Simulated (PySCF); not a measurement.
Steps of a relaxation of [PbCl3(H2O)]−

[PbCl3(H2O)]− (singlet). PySCF 2.14.0, RKS PBE0, Pb def2-SVP with ECP60, Cl def2-SVP, O def2-SVP, H def2-SVP; non-relativistic Hamiltonian with scalar-relativistic core potentials where named; density fitting; no spin-orbit coupling. Origin of the start: template. Columns: position (Å) and force (eV/Å). Energies are counted from the last step; some of the 51 steps are shown. Forces carry noise of the integration grid, about 0.01 to 0.03 eV/Å.

Run from Python with OMP_NUM_THREADS=2. Where DIIS fails, smearing, a level shift and second-order steps follow.
It took 3.5 min on 2 threads of Arm Neoverse V1, on a shared host, from the converged density of the start.

```xyz
7
step 0  E = 0.829 eV
Pb   -0.0799    0.0799   -0.0799     0.52   -0.54    0.54
Cl    1.4182    1.5780    1.4182     0.46    0.42    0.47
Cl   -1.5780   -1.4182    1.4182    -0.39   -0.47    0.47
Cl    1.4182   -1.4182   -1.5780     0.46   -0.47   -0.42
O    -1.4829    1.4829   -1.4829    -1.14    1.16   -1.16
H    -1.8235    2.3680   -1.2790     0.05   -0.09    0.00
H    -1.8235    1.2790   -2.3680     0.05    0.00    0.09
```

```xyz
7
step 17  E = 0.164 eV
Pb   -0.0934   -0.1943    0.1943    -0.04   -0.04    0.04
Cl    1.5448    1.2091    1.6384    -0.02   -0.02   -0.01
Cl   -0.9214   -1.9531    1.9531     0.04    0.09   -0.09
Cl    1.5448   -1.6384   -1.2091    -0.02    0.01    0.02
O    -1.6386    2.2804   -2.2804    -0.10    0.09   -0.09
H    -2.1938    2.6585   -1.5890     0.08   -0.10    0.03
H    -2.1938    1.5890   -2.6585     0.08   -0.03    0.10
```

```xyz
7
step 33  E = 0.012 eV
Pb   -0.2347   -0.0550    0.0550     0.01    0.00    0.00
Cl    1.3814    1.3369    1.5090     0.00   -0.01   -0.02
Cl   -1.0247   -1.7884    1.7884    -0.01    0.00    0.00
Cl    1.3814   -1.5090   -1.3369     0.00    0.02    0.01
O    -1.8625    2.2736   -2.2736    -0.05   -0.05    0.05
H    -1.7960    2.3765   -1.3166     0.03    0.00   -0.05
H    -1.7960    1.3166   -2.3765     0.03    0.05    0.00
```

**Question.** Where does the relaxation end?

**Answer.** It converges at step 50 in Cs:
```xyz
7
step 50  E = 0
Pb   -0.3046   -0.0858    0.0858
Cl    1.3276    1.3650    1.4670
Cl   -0.9956   -1.8385    1.8385
Cl    1.3276   -1.4670   -1.3650
O    -2.0647    2.1874   -2.1874
H    -1.6209    2.4251   -1.3650
H    -1.6209    1.3650   -2.4251
```

**Question.** How did the contacts change?

**Answer.** 
| contact | start (Å) | end (Å) |
| --- | --- | --- |
| Pb1–Cl2 (Cl) | 2.595 | 2.584 |
| Pb1–Cl3 (Cl) | 2.595 | 2.573 |
| Pb1–Cl4 (Cl) | 2.595 | 2.584 |
| Pb1–O5 (H2O) | 2.430 | 3.665 |
| Pb1–H6 (H2O) | 3.117 | 3.185 |


A frequency check found unstable modes (2, the lowest at -23 cm⁻¹), so the relaxed geometry is a saddle point, or these are noise.
